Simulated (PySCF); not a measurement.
F₂O₂W, multiplicity 1. Atoms are numbered in the order given.

```xyz
5

W      0.0000     0.0000     0.0149
O      0.0000    -1.3611     1.0396
O      0.0000     1.3611     1.0396
F     -1.5758     0.0000    -0.9855
F      1.5758     0.0000    -0.9855
```
Charge 0, spin multiplicity 1.

Coordinates come from a B3LYP-D3(BJ)/def2-SVP optimisation. The spin state was assumed, not searched. The isomer is the one that the SMILES or the coordinates give; other isomers of the formula were not compared. The def2 effective core potentials stand for the cores of W; spin–orbit coupling is left out.

The numbers are results of HF/def2-TZVP (PySCF), not measurements.

ESP charges are fitted to the potential on shells at 1.4 to 2.0 van der Waals radii. Atomic charges (e):

| atom | Mulliken | ESP fit | Löwdin |
|---|---|---|---|
| W1 | ___ | 1.90 | 1.38 |
| O2 | ___ | -0.58 | -0.38 |
| O3 | ___ | -0.58 | -0.38 |
| F4 | ___ | -0.37 | -0.31 |
| F5 | ___ | -0.37 | -0.31 |

Q: What belongs in the gaps? (The exact figures need the calculation; the answer reports its results.)

A: 
- W1, Mulliken: 2.17
- O2, Mulliken: -0.60
- O3, Mulliken: -0.60
- F4, Mulliken: -0.49
- F5, Mulliken: -0.49
